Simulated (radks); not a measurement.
Question: All-electron atom: C IV in [He] 2s1 (the NIST ground configuration). Calculated with a radial shooting solver on a logarithmic mesh with Libxc functionals: non-relativistic Kohn-Sham, LDA (Slater exchange, Perdew-Wang correlation), spin-polarised, spherical densities, point nucleus; open shells are filled with parallel spins first. Some entries of the table are withheld. Estimate them.

orbital  occ.  eigenvalue (hartree)  r(max) (bohr)  <1/r> (bohr^-1)
1s up       1             -12.10260            (1)              (2)
1s down     1             -12.06219            (3)              (4)
2s up       1              -2.10417          1.081            1.141
2s down     0              -1.92428          1.085            1.121

Answer: 
(1) 1s up r(max) (bohr): 0.1749
(2) 1s up <1/r> (bohr^-1): 5.625
(3) 1s down r(max) (bohr): 0.1751
(4) 1s down <1/r> (bohr^-1): 5.626
